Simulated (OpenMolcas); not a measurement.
**neutral rubidium: effect of the level shift or regulariser**

```yaml
Program: OpenMolcas
Basis: ANO-RCC-VTZP [7s6p3d1f]
Scalar_Hamiltonian: DKH2, point nucleus
Active_space: 1 electron in 4 orbitals (5s 5p)
State_averaging: 2S+1 = 2 even, 1 root; 2S+1 = 2 odd, 3 roots
Spin-orbit_coupling: RASSI with atomic mean-field integrals over the reference wave functions, term energies averaged over their components
```

Methods on the same reference wave functions:
A. CASSCF
B. SS-CASPT2, IPEA 0.25 Eh, imaginary shift 0.1 Eh (closed shells correlated: 4s 4p)
C. SS-CASPT2, IPEA 0.25 Eh, real shift 0.2 Eh (closed shells correlated: 4s 4p)

Energies in cm-1 above 5s 2S 1/2, the measured ground level; measured values from NIST Handbook of Basic Atomic Spectroscopic Data.

```tsv
Level	A	B	C	Measured
5s 2S 1/2	0.0	0.0	0.0	0.0
5p 2P* 1/2	10737	12521	12500	12579
5p 2P* 3/2	10874	12659	12637	12817
```

Deviations, from unrounded energies. A percentage is the sum of absolute deviations over the sum of measured energies, with the sign that they share, or ± where signs differ.

| Against measurement | Levels | A | B | C |
| --- | --- | --- | --- | --- |
| mean absolute deviation (cm-1) | 2 | 1900 | 110 | 130 |
| other configurations (%) | 2 | -14.9 | -0.9 | -1.0 |

B lies closest to measurement on these levels and A furthest from it. The largest miss of B in the table is 5p 2P* 3/2, by -160 cm-1. The ranking rests on the paired levels alone, and a cruder setting can come out closer through cancelling errors.

Between B and C the level of the table that moves most is 5p 2P* 3/2, by 21 cm-1 (lowest in C, highest in B).

The lowest spin-free term lies below A's lowest term by 0.183 hartree in B, 0.183 hartree in C.

ANO sets are built for ground and valence states and can reach diffuse excited orbitals poorly. With one active electron the reference holds no correlation, so core polarisation is missing (holds for A). With one active electron, CASPT2 adds the correlation within the correlated inactive shells and between them and that electron, and leaves the splitting within a term as the reference gives it (holds for B; C). Computed and measured levels are paired by configuration, term and J; levels that our copy of the source lacks, or whose pairing is in doubt (as where it misses far off the trend of its configuration), stay unpaired and out of the deviations. Levels of configurations outside the active space are missing.

* marks odd parity.
